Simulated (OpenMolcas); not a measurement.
**Os6+: effect of the level shift or regulariser**

| Item | Value |
| --- | --- |
| Program | OpenMolcas |
| Basis | ANO-R2 [8s6p5d3f1g] |
| Scalar Hamiltonian | X2C, finite nucleus |
| Active space | 2 electrons in 5 orbitals (5d) |
| State averaging | 2S+1 = 3 even, 10 roots; 2S+1 = 1 even, 15 roots |
| Spin-orbit coupling | state interaction with AMFI integrals over the reference wave functions, term energies averaged over their components |

Methods on the same reference wave functions:
A. CASSCF
B. SS-CASPT2, IPEA 0.25 Eh, imaginary shift 0.1 Eh (closed shells correlated: 5s 5p)
C. SS-CASPT2, IPEA 0.25 Eh, real shift 0.2 Eh (closed shells correlated: 5s 5p)

Energies in cm⁻¹ above 5d² ³F₂, the measured ground level; measured values from van het Hof, Joshi, Wyart and Sugar, J. Res. Natl. Inst. Stand. Technol. 100, 687 (1995).

| Level | A | B | C | Measured |
| --- | --- | --- | --- | --- |
| 5d² ³F₂ | 0.0 | 0.0 | 0.0 | 0.0 |
| 5d² ³F₃ | 10159 | 10500 | 10490 | 10308 |
| 5d² ³P₀ | 18122 | 16310 | 16310 | 15837 |
| 5d² ³F₄ | 18364 | 18360 | 18360 |  |
| 5d² ³P₁ | 24215 | 22780 | 22780 | 22098 |
| 5d² ¹G₄ | 33608 | 31910 | 31910 | 31274 |
| 5d² ³P₂ [56 %] | 35508 | 33650 | 33660 | 33127 |
| 5d² ¹S₀ | 64085 | 58560 | 58570 | 57710 |

Deviations, from unrounded energies. A percentage is the sum of absolute deviations over the sum of measured energies, with the sign that they share, or ± where signs differ.

| Against measurement | Levels | A | B | C |
| --- | --- | --- | --- | --- |
| mean absolute deviation (cm-1) | 6 | 2600 | 560 | 560 |
| fine structure of the ground term (%) | 1 | -1.4 | +1.8 | +1.8 |
| other terms of the ground configuration (%) | 5 | +9.7 | +2.0 | +2.0 |

B, C lie about equally close to measurement and A furthest from it. The largest miss of B in the table is 5d² ¹S₀, by +850 cm-1. The ranking rests on the paired levels alone, and a cruder setting can come out closer through cancelling errors.

Between B and C the level of the table that moves most is 5d² ¹S₀, by 16 cm-1 (lowest in B, highest in C). Moves below CASPT2's spread within the term are not significant.

The two smallest mean deviations differ by little beside CASPT2's spread within terms, so their order carries little weight.

From A to B the spin-free energies of the other terms of 5d² shown, above ³F, scale by factors of 0.87 to 0.88, as is usual when dynamic correlation screens the repulsion within a d or f shell.

The lowest spin-free term lies below A's lowest term by 0.214 hartree in B, 0.214 hartree in C.

CASPT2 does not keep the components of a term degenerate, so their means are used; among the terms shown or strongly mixed into the levels shown the widest spread is 440 cm-1 (5d² ³F, B). Without dynamic correlation excited terms often stand tens of per cent too high (terms of higher spin than the ground term too low), and those without a measured partner can miss by more than the paired ones (holds for A). Measured partners are found by configuration, term and J. A level has none where our copy of the source lacks it or the pairing is in doubt (some pairs that miss far off the trend of their configuration count as doubtful), and it then counts in no deviation. Only configurations of the active space appear. Levels that lie high or do not pair safely by name in every column are left out.

A share in square brackets marks a mixed level and gives the weight of the term that names it, the lowest over the columns.
